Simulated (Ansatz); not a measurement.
Reaction (redistribution): `[CH3][Mg-]1[O]C(C(F)(F)F)=CC(C(F)(F)F)=[O+]1` + `[NH2][Ga]([F])[Cl]` → `[CH3][Mg][NH2]` + `FC(F)(F)C1=CC(C(F)(F)F)=[O+][Ga-]([F])([Cl])[O]1`

Gas-phase electronic energies from Ansatz, PBE0-D4/def2-TZVP geometries. CCSD(T)/CBS is the MP2 limit (def2-TZVPP, def2-QZVPP) plus CCSD(T) − MP2 in def2-TZVPP, frozen cores. DFT in def2-TZVPP. HSE06 is defined as in plane-wave codes. For Ga, Mg outer-core shells are correlated without core-valence functions, which leaves a few kJ/mol of doubt a bond. Scalar relativity is left out up to krypton. One conformer a species, not always the lowest.

```csv
level,ΔE (kcal/mol),difference from CCSD(T)/CBS
LDA (SPW92),23.2,-1.7
r2SCAN-D4,23.5,-1.4
HSE06-D4,23.7,-1.2
BHLYP-D4,23.2,-1.7
CAM-B3LYP-D4,23.7,-1.2
ωB97M-V,23.5,-1.4
BHLYP,25.3,0.4
CCSD(T)/def2-SVP,25.5,0.6
SCS-MP2/def2-TZVPP,22.6,-2.3
MP2/CBS(def2),25.5,0.6
CCSD(T)/CBS,24.9,0
```

Largest T1 diagnostic among the species: 0.015.

Leaving LDA and LC-ωPBE aside and taking each functional with its dispersion term where it has one, the values, not all of them listed here, spread over 1.2 kcal/mol, from revPBE-D4 to B2PLYP. LDA lies −1.9 kcal/mol from PBE without D4. The D4 term adds −2.2 kcal/mol with B3LYP and −1.3 kcal/mol with PBE0; it sums over pairs of atoms, weighted by their polarisabilities, and B3LYP, whose exchange is more repulsive, gets the larger term.

B3LYP here is the variant with VWN-RPA as its local correlation; programs differ in this.
